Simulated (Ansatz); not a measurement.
Basis-set extrapolation for CH7BSi2 (`C[SiH]1B[SiH2]1`) (PBE0-D4/def2-TZVP geometry, frozen core, the Gaussian-basis code of Ansatz). Multiplicity 1, RHF reference.

```
                      def2-TZVPP   def2-QZVPP
                 HF  -644.449105  -644.469382
    MP2 correlation    -0.532909    -0.567403
CCSD(T) correlation    -0.614612      not run
```

Energies in hartree. Use E(X) = E(∞) + A·exp(−7.88·√X) for Hartree–Fock and E(X) = E(∞) + B·X^(−2.97) for correlation, with X = 3 and 4, and add CCSD(T) minus MP2 of the smaller set to the MP2 limit.

Q: What is the CCSD(T) energy at the basis-set limit?

A: HF limit: -644.469382 + (-0.020277) × 0.13774 = -644.47217. MP2 limit: -0.567403 + (-0.034494) × 0.74074 = -0.59295. Higher-order term: -0.614612 − (-0.532909) = -0.08170. Total: -645.14682 hartree, 218.2 kJ/mol below CCSD(T)/def2-TZVPP.
